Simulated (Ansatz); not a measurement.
The same path of BCl2HO + H2 (7 atoms, charge 0, multiplicity 1) was run twice with different band settings. Lost on the way: B1–Cl2, H6–H7. Made: B1–H6, Cl2–H7.

Level of theory: RKS PBE0-D4/6-31G* (Ansatz).

Relaxed end points:

```xyz
7
Properties=species:S:1:pos:R:3
B 0.144 -0.675 0.019
Cl 0.018 -1.236 1.689
Cl 1.689 -0.698 -0.799
O -0.928 -0.222 -0.651
H -1.734 -0.245 -0.118
H -0.095 2.340 0.548
H 0.166 2.495 1.227
```

```xyz
7
Properties=species:S:1:pos:R:3
B 0.571 0.463 -0.598
Cl -1.244 0.632 3.133
Cl 0.978 -0.159 -2.194
O -0.432 -0.089 0.121
H -0.876 -0.827 -0.321
H 1.176 1.375 -0.136
H -0.913 0.364 1.909
```

Common settings: climbing image yes; spring 5.0 eV/Å²; optimiser quadratic models (default); start path through a guess of the saddle point; force threshold 0.05 eV/Å; end points relaxed.

| run | movable images | iteration limit |
| --- | --- | --- |
| 1 | 7 | 59 |
| 2 | 3 | 60 |

(1) What does each run give, and how far can it be trusted?

Answers

(1) Run 1: converged after 18 iterations, highest image 1.929 eV above the first end. Neighbouring images differ by up to 1.5 eV, so the band resolves the path poorly. A vibrational analysis at the climbing image gives one clearly imaginary mode, 950i cm⁻¹: a first-order saddle point.
Run 2: converged after 37 iterations, highest image 1.929 eV above the first end. Neighbouring images differ by up to 1.9 eV, so the band resolves the path poorly. Another band between the same ends (7 images) ends at a top of the same energy, where a vibrational analysis finds 1 clearly imaginary mode. So few images can step over the top or miss a turn of the path.
The orbitals stay closed-shell, which can raise the energy where a bond breaks towards radicals; this wasn't checked here.
